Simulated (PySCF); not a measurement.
**A survey of 29Si NMR shifts**

- shieldings: GIAO PBE0/pcSseg-1
- geometry: GFN2-xTB
- code: PySCF
- no solvent, non-relativistic Hamiltonian, equivalent nuclei averaged, one computed conformer

Shieldings were converted by a linear fit to measured shifts: 29Si: δ = 279.94 − 0.822σ (rms 8.9 ppm, 72 shifts, 25.8 ppm with the 6 outliers that the fit left out vs TMS, solution or neat liquid). A few per cent of atoms miss by over 2 rms, more outside the fitted compound classes.

Question: Give the 29Si shifts of `C=C[Si@@H]1[SiH2][SiH2][SiH2]S1`, `C=CN([SiH3])[C@@H](C)C(F)F`, `O[SiH2][SiH3]`, `C[C@@H](N[SiH3])C1[C@H](F)[C@H]1F`, `CCCP1CC([SiH3])C1`, `N#CC([SiH3])([SiH3])[SiH2]OC=O`, `C=C(C)[SiH2][C@@H](F)CCl`.

Answer: 
| compound | environment | δ (ppm) |
| --- | --- | --- |
| [CH2:1]=[CH:2][Si@@H:3]1[SiH2:4][SiH2:5][SiH2:6][S:7]1 | Si3: silicon bonded to C, S, Si, H, in a 5-membered ring | -13.4 |
| [CH2:1]=[CH:2][Si@@H:3]1[SiH2:4][SiH2:5][SiH2:6][S:7]1 | Si6: silicon bonded to S, Si, 2 H, in a 5-membered ring | -39.7 |
| [CH2:1]=[CH:2][Si@@H:3]1[SiH2:4][SiH2:5][SiH2:6][S:7]1 | Si5: silicon bonded to 2 Si, 2 H, in a 5-membered ring | -101.5 |
| [CH2:1]=[CH:2][Si@@H:3]1[SiH2:4][SiH2:5][SiH2:6][S:7]1 | Si4: silicon bonded to 2 Si, 2 H, in a 5-membered ring | -101.7 |
| C=CN([SiH3])[C@@H](C)C(F)F | silicon bonded to N, 3 H | -46.0 |
| [OH:1][SiH2:2][SiH3:3] | Si2: silicon bonded to O, Si, 2 H | -25.9 |
| [OH:1][SiH2:2][SiH3:3] | Si3: silicon bonded to Si, 3 H | -108.2 |
| C[C@@H](N[SiH3])C1[C@H](F)[C@H]1F | silicon bonded to N, 3 H | -63.7 |
| CCCP1CC([SiH3])C1 | silicon bonded to C, 3 H | -60.1 |
| [N:1]#[C:2][C:3]([SiH3:4])([SiH3:5])[SiH2:6][O:7][CH:8]=[O:9] | Si6: silicon bonded to C, O, 2 H | -19.2 |
| [N:1]#[C:2][C:3]([SiH3:4])([SiH3:5])[SiH2:6][O:7][CH:8]=[O:9] | Si4/5: silicon bonded to C, 3 H (×2) | -55.2 |
| C=C(C)[SiH2][C@@H](F)CCl | silicon bonded to 2 C, 2 H | -45.2 |

Question: Match the shifts -37.8, -53.9, -62.3 ppm to `CO[C@@H]1[C@@H]([SiH3])[C@@H]1C(C)=S`, `FC(F)/C=C/CCN[SiH3]`, `C=C(CC)[SiH2]OC(C)=S`.

Answer: -37.8: C=C(CC)[SiH2]OC(C)=S (silicon bonded to C, O, 2 H); -53.9: FC(F)/C=C/CCN[SiH3] (silicon bonded to N, 3 H); -62.3: CO[C@@H]1[C@@H]([SiH3])[C@@H]1C(C)=S (silicon bonded to C, 3 H).
